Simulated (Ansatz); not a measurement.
Cartesian coordinates in Å:
```
C -0.284 0.724 1.714
N -0.060 0.091 0.412
Si -1.459 -0.630 -0.321
O -1.007 -1.512 -1.623
Si 1.493 -0.045 -0.270
O 1.422 0.099 -1.906
F 2.381 1.131 0.343
H -1.162 1.379 1.680
H -0.448 -0.016 2.505
H 0.568 1.342 1.998
H -2.124 -1.558 0.627
H -2.415 0.458 -0.672
H -0.340 -1.126 -2.200
H 2.206 -1.310 -0.030
H 1.229 0.972 -2.257
```

The species carries charge 0 and has multiplicity 1.

Problem. List the B3LYP/def2-TZVPP orbital energies in eV (Ansatz). (An estimate is asked.)

Solution. Computed: Occupied: -1800.48, -1799.60, -671.57, -521.23, -520.55, -389.26, -277.90, -144.80, -144.01, -100.19, -100.13, -100.07, -99.37, -99.33, -99.31, -32.58, -28.18, -27.48, -24.09, -18.58, -16.12, -15.34, -14.46, -13.55, -12.82, -12.73, -12.34, -12.00, -11.39, -10.88, -10.70, -10.37, -10.07, -9.96, -9.17, -8.65, -7.21. Lowest empty: -0.11, 0.33, 0.97, 1.31, 1.58, 1.96, 2.27, 2.61.

B3LYP here is the variant with VWN-RPA as its local correlation; programs differ in this.
